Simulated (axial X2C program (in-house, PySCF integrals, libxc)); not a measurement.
**Curves of NdF²⁺ from open-shell CI on f2 s0 d(πδ)1**

Calculated with an axial X2C code built on PySCF integrals: two-component X2C with atomic mean-field Coulomb and Gaunt terms, basis Nd dyall-v3z, F dyall-v3z (cores contracted in-house). Orbitals come from Hartree–Fock averaged over the configuration Nd f2 s0 d(πδ)1; CI then distributes these electrons over the f, s, d(πδ) shells of Nd.

Scan along the bond; masses Nd 141.908 u, F 18.998 u. Energies in cm⁻¹ from the lowest point; levels are followed by energy order within each Ω. Lowest level at 1.863 Å: 98% f3.

```
R (Å)  (1)Ω=9/2  (1)Ω=7/2  (1)Ω=5/2  (1)Ω=3/2  (1)Ω=1/2  (1)Ω=11/2  (2)Ω=9/2  (2)Ω=7/2  (2)Ω=5/2
1.733      4775      5447      5515      5552      5610       6362      6935      7082      7144
1.798      1604      2202      2270      2328      2401       3192      3699      3844      3916
1.863       111       640       719       791       868       1700      2149      2295      2375
1.938         0       454       554       634       706       1588      1979      2128      2215
2.012      1160      1545      1672      1756      1815       2748      3087      3241      3333
2.096      3573      3884      4045      4129      4169       5158      5447      5607      5704
2.198      7552      7775      7985      8066      8076       9133      9367      9537      9637
```

(1) Fit the curves (1)Ω=9/2, (1)Ω=7/2, (1)Ω=5/2, (1)Ω=3/2, (1)Ω=1/2, (1)Ω=11/2, (2)Ω=9/2, (2)Ω=7/2, (2)Ω=5/2 near their minima.

The 9 lowest curves are shown; the next is (2)Ω=3/2, from 2273 cm⁻¹.

Dynamic correlation is missing, so gaps between terms are too wide and other configurations may lie lower; the lowest level listed is that of this model, not necessarily the ground state. The lowest levels belong to f3, not to the averaged configuration, so orbitals and distance suit them less well. At most 4 roots were kept for each Ω > 0 (twice that for Ω = 0) within 2.2 eV of the lowest, so higher up levels can be missing between those listed; levels with Ω > 0 are doubly degenerate and listed once, Ω = 0 levels singly. States that fill the shells left empty in the average are placed too high.

Results:

(1) From the open-shell CI curves, Te from the lowest:

```csv
level,Te (cm⁻¹),Re (Å),ωe (cm⁻¹)
(1)Ω=9/2,0,1.905,725.5
(1)Ω=7/2,484,1.909,721.3
(1)Ω=5/2,575,1.908,724.4
(1)Ω=3/2,652,1.907,723.7
(1)Ω=1/2,727,1.908,721.2
(1)Ω=11/2,1588,1.905,725.2
(2)Ω=9/2,2002,1.908,722.9
(2)Ω=7/2,2150,1.908,723.5
(2)Ω=5/2,2235,1.908,723.6
```

Without dynamic correlation distances can be off by several hundredths of an Å (long for ionic bonds, short for multiple bonds) and the wavenumbers are rough.
